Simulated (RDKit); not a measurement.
RDKit input (MMFF94):

```python
from rdkit import Chem
from rdkit.Chem import AllChem, rdDetermineBonds

mol = Chem.MolFromXYZFile('mol.xyz')
rdDetermineBonds.DetermineBonds(mol, charge=-1)
print('SMILES', Chem.MolToSmiles(Chem.RemoveHs(mol)))
ff = AllChem.MMFFGetMoleculeForceField(mol, AllChem.MMFFGetMoleculeProperties(mol))
e0 = ff.CalcEnergy()
flag = ff.Minimize(maxIts=5000, forceTol=1e-5)
print(f'energy {e0:.4f} -> {ff.CalcEnergy():.4f} kcal/mol, converged: {flag == 0}')
print(Chem.MolToXYZBlock(mol))
```
mol.xyz:
```
12

N      0.99986300     1.61956500     0.14729900
Si     1.54991700     0.06991900    -0.01885500
O      0.30202800    -1.07499900    -0.27472900
Si    -1.26002300    -0.60250700    -0.34317100
N     -1.78528200     0.53121700     0.85459500
H      1.00196200     2.19560500    -0.68713100
H      2.18353500    -0.46254500     1.23473800
H      2.52662200    -0.26678900    -1.12491600
H     -1.57048300    -0.03609500    -1.68434200
H     -2.10698900    -1.82504200    -0.17973800
H     -1.95387200     0.14190800     1.77325100
H     -1.05758100     1.25370300     0.92108900
```

From its output:

```
Traceback (most recent call last):
  File "input.py", line 5, in <module>
ValueError: Unable to determine valence of atom 0 with atomic number 7 and 2 bonds. Check the input molecules bonding.
```

The program stopped with an error.

The geometry given is a B3LYP-D3(BJ)/def2-TZVP minimum.
